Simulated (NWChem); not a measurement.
Molecule: CH4FGaO2; SMILES [OH][Ga]([O]C)[F]

```xyz
9

Ga     0.0135     0.3554     0.0001
F      1.0595     1.7505    -0.0005
O     -1.7415     0.5825     0.0002
H     -2.0037     1.5096    -0.0006
O      0.7625    -1.2349     0.0013
C      0.0491    -2.4450    -0.0010
H      0.3143    -3.0360    -0.8947
H      0.3198    -3.0420     0.8870
H     -1.0477    -2.3131     0.0029
```
Atoms are numbered in this order, from 1.

Results from NWChem. Medium grid unless said otherwise, to which SCAN and Minnesota functionals are sensitive. Coordinates come from a PBE0/def2-SVP optimisation.

Q: Order these by “orbital gap (eV)”, lowest first: TPSSh/def2-SVP; B97-2/def2-SVP; OLYP/def2-SVP; r2SCAN0/def2-SVP; B3LYP/def2-SVP.

A: OLYP/def2-SVP (4.56), TPSSh/def2-SVP (5.82), B3LYP/def2-SVP (6.45), B97-2/def2-SVP (6.77), r2SCAN0/def2-SVP (7.56)
